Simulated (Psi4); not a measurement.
**Worked example: ideal-gas entropy of C2H5BO2 (SMILES BOC(C)=O)**

A singlet with charge 0, relaxed at PBE0-D4/def2-TZVP (density fitting) (Psi4 1.11):

```xyz
10

B    -0.3942    1.7549   -0.9346
O    -0.2976    0.8506    0.0824
C     0.5467   -0.2364    0.0240
C     0.0316   -1.3568    0.8641
O     1.5619   -0.2252   -0.5977
H    -1.0712    2.7114   -0.7084
H     0.1434    1.5494   -1.9790
H    -0.0938   -1.0115    1.8923
H     0.7220   -2.1953    0.8286
H    -0.9544   -1.6614    0.5068
```

Harmonic wavenumbers in cm⁻¹: 91, 117, 261, 319, 423, 608, 636, 809, 997, 1034, 1050, 1069, 1167, 1247, 1318, 1394, 1458, 1466, 1878, 2599, 2701, 3072, 3141, 3193.

Masses in u: B 10.81, O 15.999, C 12.011, H 1.008. Take T = 298.15 K, p = 1 bar, R = 8.3145 J/(mol K), kT/hc = 207.22 cm⁻¹, rigid rotor and harmonic oscillator.

Q: Compute the standard molar entropy.

A: 
1. Translation (Sackur–Tetrode): S = R[3/2 ln M + 5/2 ln T − 1.1517] with M = 71.87 gives 162.2 J/(mol K).
2. Rotation: principal moments 50.099, 113.501, 156.725 u Å² give A, B, C = 0.3365, 0.1485, 0.1076 cm⁻¹; the symmetry number is σ = 1; q = (√π/σ)√((kT/hc)³/ABC) = 72104; S = R(ln q + 3/2) = 105.5.
3. Vibration: with u = ν̃/207.22, each mode gives R[u/(eᵘ − 1) − ln(1 − e⁻ᵘ)]; the sum is 50.8, most from 91 cm⁻¹ (15.2), 117 cm⁻¹ (13.2), 261 cm⁻¹ (6.9).
4. Spin and the two mirror images of this shape: R ln 2 = 5.8.
5. Sum: 162.2 + 105.5 + 50.8 + 5.8 = 324.3 J/(mol K).

No measured value is set beside it here. Where a soft mode is a torsion, a harmonic oscillator describes it poorly.
